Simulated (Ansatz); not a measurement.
Swapping H for CH3 on Ge: the atomisation energy

On one Ge centre that keeps Br, n of the H ligands are replaced by CH3. The atomisation energy (no zero-point term) y in kJ/mol at CCSD(T)/def2-TZVPP. Shapes: PBE0-D4/def2-TZVP. Programs: Ansatz 0.2.0.

| molecule | n | y (kJ/mol) |
| --- | --- | --- |
| GeH3Br | 0 | 1224 |
| GeH2(CH3)Br | 1 | 2471 |
| GeH(CH3)2Br | 2 | ? |
| Ge(CH3)3Br | 3 | 4969 |

**Question.** Fit y = c + s·n to the known rows and predict GeH(CH3)2Br.

**Answer.** 
1. Means of the 3 rows: n = 1.33333, y = 2888.0.
2. Σ(Δn)² = 4.6667, Σ(Δn·Δy) = 5826, so the slope is 5826/4.6667 = 1248.4.
3. Intercept: 2888.0 − (1248.4) × 1.33333 = 1223.5. The largest residual of the fit is 0.9.
4. GeH(CH3)2Br: 1223.5 + (1248.4) × 2 = 3720 kJ/mol.

The run gave 3720 kJ/mol, so the prediction is off by 0 kJ/mol: they agree to the digits shown. The steps are nearly additive. The slope is the difference between a Ge–CH3 and a Ge–H bond with the ligands’ own bonds. Other levels give for GeH(CH3)2Br: PBE-D4/def2-TZVPP 3805; wB97X-V/def2-TZVPP 3789; B2PLYP/def2-TZVPP 3735 kJ/mol. Coupled cluster in double- or triple-zeta sets underbinds by a few per cent against its basis-set limit. Relativity is left out for Br, Ge. Outer-core shells of Br, Ge are correlated, in sets that cover them unevenly.
